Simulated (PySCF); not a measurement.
# Electronic absorption of C3H6ClNSi

Species: C3H6ClNSi.
SMILES: `N#C[SiH2]CCCl`

Level of theory: TDDFT B3LYP/def2-SVPD, vertical, gas phase, core orbitals frozen in the response in PySCF 2.14.0, density-fitted response routines. Geometry: GFN2-xTB, one conformer, isolated molecule. Torsions of this conformer, `[N:1]#[C:2][SiH2:3][CH2:4][CH2:5][Cl:6]`: C2–Si3–C4–C5 46°, Si3–C4–C5–Cl6 55°.

Problem. List the vertical singlet excitations with oscillator strengths and describe the spectrum.

Solution. 

| state | λ (nm) | E (eV) | f | main configurations (H = HOMO, L = LUMO) |
| --- | --- | --- | --- | --- |
| S1 | 180.5 | 6.87 | 0.0076 | H→L (88%) |
| S2 | 178.0 | 6.97 | 0.017 | H-1→L (86%) |
| S3 | 174.4 | 7.11 | 0.0011 | H→L+1 (34%), H-3→L (28%), H-2→L+1 (21%) |
| S4 | 171.9 | 7.21 | 0.0016 | H→L+1 (46%), H-1→L+1 (18%), H-3→L (15%) |
| S5 | 171.1 | 7.25 | 0.0007 | H-1→L+1 (54%), H-3→L (29%) |
| S6 | 169.4 | 7.32 | 0.013 | H→L+2 (73%), H-1→L+1 (8%) |
| S7 | 168.2 | 7.37 | 0.017 | H-2→L (42%), H-3→L+1 (28%), H-1→L+2 (11%) |
| S8 | 166.9 | 7.43 | 0.0030 | H-1→L+2 (30%), H-2→L+1 (28%), H-3→L (11%) |

Triplets, Tamm–Dancoff:

| state | E (eV) | λ (nm) | main configurations (H = HOMO, L = LUMO) |
| --- | --- | --- | --- |
| T1 | 5.99 | 206.9 | H-3→L+1 (34%), H-2→L (26%), H-5→L (13%) |
| T2 | 6.45 | 192.1 | H-3→L+1 (30%), H-2→L (14%), H→L (12%) |
| T3 | 6.47 | 191.7 | H-3→L (28%), H-2→L+1 (16%), H-3→L+1 (13%) |

The lowest singlet comes at 180 nm (663 kJ/mol) in the vacuum ultraviolet; it is weak; its leading configuration is HOMO→LUMO (88%). The largest oscillator strength of a single state is 0.017. Löwdin shares by element: HOMO chlorine 72%, carbon 13% or more, hydrogen 4% or more; LUMO carbon 31% or more, nitrogen 22%, silicon 22% (atoms not listed hold the other 25%). The oscillator strengths of these states sum to 0.060; summed over the whole spectrum of an exact calculation they would give the number of electrons, 62 (Thomas–Reiche–Kuhn). Weighted by f, the mean energy of these states is 7.18 eV. Orbital energies (eV): HOMO-3 -9.55, HOMO-2 -9.31, HOMO-1 -8.60, HOMO -8.52, LUMO -0.80, LUMO+1 -0.53, LUMO+2 -0.03. The window holds the lowest 8 singlets.
